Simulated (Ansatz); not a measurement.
Input file for Ansatz (a quantum-chemistry and plane-wave program): U-B3LYP/def2-TZVPP on BiClH2 (SMILES [Cl][BiH2]), a point of a bond scan (R = 4.866 Å). Elements past Kr take the def2 small-core potentials; no spin–orbit coupling.

Ansatz 0.2 input:
```yaml
crystal:
  periodic: [false, false, false]
  atoms:
    - {symbol: Bi, position_ang: [-0.26735610, -0.21428136, 0.22757395]}
    - {symbol: H, position_ang: [-4.01911667, 1.32408052, -2.46285280]}
    - {symbol: H, position_ang: [-0.10663524, -1.65617136, -0.84177071]}
    - {symbol: Cl, position_ang: [1.40906403, 1.12270836, -1.01635216]}
basis:
  gaussian:
    orbitals: def2-TZVPP
hamiltonian:
  xc: {name: B3LYP}
magnetization: {spin_polarized: true, initial_magnetization: 0}
```

The log:

```
WARN ansatz: RAYON_NUM_THREADS=1 ignored (pool sized by the plan → 1); use --threads N
Functional definition: B3LYP
integrals: 0.04 GiB planned
836 factors; their error is unknown
mean field: 0.48 GiB planned
mean field evaluation 1: about -18388.2860 eV, gradient 2.0e1 eV
mean field evaluation 2: about -18374.5869 eV, gradient 4.4e1 eV
mean field evaluation 4: about -18388.6361 eV, gradient 1.8e1 eV
mean field evaluation 8: about -18389.0171 eV, gradient 1.6e1 eV
mean field evaluation 16: about -18395.2526 eV, gradient 1.1e-5 eV
mean field evaluation 32: about -18396.5560 eV, gradient 3.4e-1 eV
mean field -18396.63925862 eV, -676.0640230643 hartree, gradient 1.6e-5 eV, S^2 0.998281; 3 other end points of the search recorded, 0 dependent functions left out
reference -18396.63952690 eV, -676.0640329234 hartree; 21, 21 occupied and 99, 99 virtual orbitals, 836 factors
Total energy: -18396.63952690 eV, -676.0640329234 hartree
```

The run converged. Its determinant has ⟨S²⟩ = 1.00, a mixture of spin states.

Cost: roughly 11 core-seconds.
